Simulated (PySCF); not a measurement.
HfF₃, SMILES [F][Hf+]([F])[F], charge +1, multiplicity 1.

Geometry: PBE0-D3(BJ)/def2-TZVP. The multiplicity is an assumed one; other spin states were not compared. The isomer is the one that the SMILES or the coordinates give; other isomers of the formula were not compared. The def2 effective core potentials stand for the cores of Hf; spin–orbit coupling is left out.

Level of theory: CAM-B3LYP/def2-TZVPD (PySCF).

Symmetry labels are those of the subgroup Cs that the program uses (full group C3v).

Question: List the valence orbital energies around the gap with their symmetry. (The exact figures need the calculation; the answer reports its results.)

Answer: 
| orbital | symmetry | energy (eV) |
|---|---|---|
| HOMO−7 | A' | -21.17 |
| HOMO−6 | A' | -21.00 |
| HOMO−5 | A" | -20.64 |
| HOMO−4 | A' | -20.64 |
| HOMO−3 | A' | -20.12 |
| HOMO−2 | A' | -19.73 |
| HOMO−1 | A" | -19.73 |
| HOMO | A" | -19.70 |
| LUMO | A' | -8.89 |
| LUMO+1 | A' | -6.85 |
| LUMO+2 | A" | -6.85 |
| LUMO+3 | A' | -5.26 |
